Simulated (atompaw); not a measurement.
u(r) = r·R(r): atom against pseudo-atom (Fe)

Columns: radius, all-electron u(r) and pseudo u(r) of the 4p shell (level -1.33 eV) of iron in the configuration [Ar] 3d6 4s2 4p0; PBE, scalar-relativistic, PAW (atompaw) scheme, atompaw 4.2.0.5.

```csv
r (bohr),all-electron,pseudo
0.115,0.0971,0.0023
0.231,0.0551,0.0091
0.346,-0.0517,0.0201
0.462,-0.1346,0.0352
0.577,-0.1706,0.0539
0.692,-0.1662,0.0757
0.808,-0.1342,0.1003
0.923,-0.0866,0.1268
1.038,-0.0315,0.1547
1.154,0.0261,0.1836
1.269,0.0822,0.2127
1.385,0.1358,0.2417
1.500,0.1850,0.2698
1.615,0.2298,0.2967
1.731,0.2707,0.3225
1.846,0.3069,0.3463
1.962,0.3392,0.3685
2.077,0.3674,0.3886
2.192,0.3920,0.4067
2.308,0.4133,0.4230
2.423,0.4314,0.4373
2.538,0.4465,0.4497
2.654,0.4590,0.4605
2.769,0.4689,0.4694
2.885,0.4766,0.4767
3.000,0.4822,0.4822
```

Task: How many radial nodes do the two functions have?

Result: The all-electron 4p function has n − l − 1 = 2; the pseudo-wave has 0, since the states of the same l below it are removed with the core.

Task: Is the pseudo-wave norm-conserving?

Result: No, it belongs to a PAW set: the norm inside the radius is not constrained, and the difference is carried by the augmentation charge.
